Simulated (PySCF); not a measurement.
**Electronic structure of Cl²⁺ (chlorine, charge +2) at the UHF level**

Configuration: [Ne] 3s2 3p2 3d1, one real determinant (an excited configuration). Calculation: PySCF 2.14, in aug-cc-pV(T+d)Z (6s5p4d2f, 55 functions); the non-relativistic Hamiltonian (point nucleus).

* Total energy: -457.505289 hartree
* One-electron energy: -616.3070 hartree
* Hartree (Coulomb) energy: 185.5287 hartree
* Exchange energy: -26.7270 hartree
* Kinetic energy: 457.28952 hartree
* ⟨S²⟩: 3.7511
* ⟨L²⟩: 7.981
* Sum of ⟨r⟩: 11.67 bohr
* Sum of ⟨r²⟩: 17.74 bohr²
* Traceless quadrupole moment −½Σ⟨3z² − r²⟩ along its main axis: -0.809 e·bohr²
* Density at the nucleus (Gaussians lack the cusp): 3180 bohr⁻³
* Spin density at the nucleus: 0.132 bohr⁻³
* Langevin diamagnetic susceptibility: -14.1 ×10⁻⁶ cm³/mol

```csv
shell,electrons,mean orbital energy (eV),spread (eV),"rms radius, mean of both spins (bohr)"
1s α,1,-2887.7,0,0.106
1s β,1,-2887.0,0,0.106
2s α,1,-320.31,0,0.480
2s β,1,-319.40,0,0.480
2p α,3,-251.56,0.769,0.451
2p β,3,-250.03,0.585,0.451
3s α,1,-57.417,0,1.55
3s β,1,-48.827,0,1.55
3p α,2,-41.480,0,1.69
3d α,1,-19.752,0,2.35
```

⟨L²⟩ = 7.98 against 12 for a pure F term, so this real determinant mixes terms. The outer electron is Rydberg-like, and this basis confines it to a smaller radius and binds it less than a complete one would.

Spin-orbit constants ζ (cm⁻¹) from the X2C one-electron operator on these orbitals (non-relativistic here): bare nucleus, nucleus screened by l(l+1)(2l+1)/3 electrons, and screened by the Breit-Pauli mean field of the electrons.

```
shell   bare  screened nucleus  mean field
   2p   9866              8705        8174
   3p  908.9             802.0       744.8
   3d  44.61             18.37       13.33
```

To first order the Landé constant is A = 85.72 cm⁻¹, so the lowest level has J = 3/2 and lies 0.0638 eV below the centre of the term. This holds in LS coupling only.
